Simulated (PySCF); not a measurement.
3-chloro-4-methyl-4h-1,2,4-triazole, C₃H₄ClN₃, SMILES Cn1cnnc1Cl, point group Cs.

Level: PBE0/pcSseg-1 in PySCF (density fitting, grid level 2); geometry and Hessian at that level, cubic constants and property derivatives from steps of ±0.6 along each species' dimensionless normal coordinates, second-order vibrational perturbation theory. The parent has the commonest isotopes.

Equilibrium geometry (Å):

```csv
atom,x,y,z
C1,-1.4041,-0.2277,0.0233
N2,0.0290,-0.0506,-0.0230
C3,0.9968,-0.9735,-0.2822
N4,2.1814,-0.4326,-0.2325
N5,2.0213,0.8898,0.0674
C6,0.7428,1.0891,0.1860
Cl7,-0.0155,2.5718,0.5560
H8,-1.7876,0.0138,1.0190
H9,-1.6319,-1.2707,-0.2037
H10,-1.8923,0.4139,-0.7160
H11,0.7819,-2.0126,-0.4981
```

Q: Give the equilibrium and ground-state rotational constants (MHz) of parent; ²H at 9.

A: 
```tsv
species	Ae	Be	Ce	A0	B0	C0	Δ0 (u Å²)	harmonic ZPE (cm⁻¹)
parent	3772.7	2164.6	1387.5	3741.2	2152.7	1378.2	-3.156	17203
²H at 9	3570.2	2153.2	1354.7	3541.4	2141.1	1345.9	-3.251	16491
```

Δ0 = Ic − Ia − Ib from the ground-state constants.

Q: How is the parent's vibrational correction B0 − Be made up?

A: 
| axis | harmonic | Coriolis | cubic | total (MHz) |
| --- | --- | --- | --- | --- |
| a | 3.74 | -5.32 | -30 | -31.6 |
| b | 1.75 | -2.65 | -11 | -11.9 |
| c | 0.343 | -0.526 | -9.18 | -9.36 |

Q: And its quartic centrifugal distortion constants from the harmonic force field?

A: Asymmetric top, A reduction, Ir representation: ΔJ = 0.101 kHz, ΔJK = 1.12 kHz, ΔK = -0.513 kHz, δJ = 0.0299 kHz, δK = 0.56 kHz.

A mode lies under 250 cm⁻¹, where this perturbation treatment is rough. Internal rotors are held in one well.
